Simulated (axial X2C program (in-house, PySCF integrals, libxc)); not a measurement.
# Which molecule has these constants?

All values come from calculations with an in-house relativistic program for diatomic molecules, spin-free (one-electron X2C) or two-component (2c: spin–orbit coupling with atomic mean-field Coulomb and Gaunt terms, which also bring small scalar terms), in Dyall basis sets with cores contracted in-house; open shells are unrestricted.

A two-component PBE0 calculation in a Dyall 3-zeta basis gave Re = 2.289 Å, ωe = 393.8 cm⁻¹, dipole magnitude 3.80 D, Ω = 1.

Task: Which molecule is it?
A. VCl
B. TaCl
C. NbCl

Result: C. The others have TaCl 2.276 Å and 381.6 cm⁻¹ (Ω = 1); VCl 2.200 Å and 413.6 cm⁻¹ (Ω = 1).

Each entry is the lowest single determinant of a limited PBE0 search at one distance. De goes to single-determinant-based atoms at the same level (for ions the charge split of lowest energy) and is withheld (n/a) where an atom does not fit its ground term or J level. Main or longest-lived isotopes. One determinant is a doubtful description, or other states lie close, for NbCl, TaCl, VCl; these need not be ground states, and all values refer to the states named. Some open-shell Ω = 0 determinants are out of reach, so the Ω given for NbCl, TaCl, VCl need not be the lowest component. With several unpaired electrons the Ω given is that of one determinant, not necessarily of the lowest component. The functionals have no current term, which raises determinants with orbital currents.
